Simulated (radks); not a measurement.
Ionisation of neutral barium, [Xe] 6s2, to [Xe] 6s1 as the strength of local exchange is varied. Method: non-relativistic Kohn-Sham, Slater X-alpha exchange (alpha = 2/3 is LDA exchange), no correlation, spin-polarised, spherical densities, point nucleus; relativity is left out, which matters for an element this heavy; computed with a radial shooting solver on a logarithmic mesh with Libxc functionals.

| alpha | E(Ba) (hartree) | exchange (hartree) | IE (eV) | -e of the level emptied (eV) | <r> of it (bohr) |
|---|---|---|---|---|---|
| 0.576 | -7850.2691 | -155.2007 | 3.902 | 2.151 (6s) | 5.208 |
| 0.592 | -7854.5813 | -159.5932 | 3.959 | 2.209 (6s) | 5.178 |
| 0.633 | -7865.6414 | -170.8690 | 4.106 | 2.360 (6s) | 5.103 |
| 0.667 | -7874.8242 | -180.2415 | 4.231 | 2.488 (6s) | 5.043 |
| 0.757 | -7899.1794 | -205.1467 | 4.569 | 2.841 (6s) | 4.894 |
| 0.825 | -7917.6272 | -224.0559 | 4.833 | 3.119 (6s) | 4.788 |
| 0.853 | -7925.2349 | -231.8650 | 4.944 | 3.237 (6s) | 4.746 |
| 0.976 | -7958.7340 | -266.3281 | 5.446 | 3.774 (6s) | 4.573 |

NIST Atomic Spectra Database: 5.212 eV (measured). The Delta-SCF value meets it near alpha = 0.92. Relativity is left out here, which matters for elements this heavy.
